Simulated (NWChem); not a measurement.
## F4Ge

```xyz
5

F      0.0000     1.3865    -0.9804
Ge     0.0000     0.0000     0.0000
F      0.0000    -1.3865    -0.9804
F      1.3865     0.0000     0.9804
F     -1.3865     0.0000     0.9804
```
Charge 0, spin multiplicity 1.

The numbers come from NWChem runs, not from measurements. All single points use one geometry, from PBE0/def2-SVP, a minimum by its harmonic frequencies.

Symmetry labels belong to the abelian group C2v used in the runs, with the axes of the coordinates shown; states degenerate in a higher group split over its labels.

The Hamiltonian is non-relativistic. The structure started from a generated list of species.

List the lowest 3 singlet excitations that CIS/def2-SVP gives, with oscillator strengths.


```
state  symmetry  energy (eV)  wavelength (nm)      f
-----  --------  -----------  ---------------  -----
1            a2        11.83              105  0.000
2            b2        11.83              105  0.000
3            b1        11.83              105  0.000
```
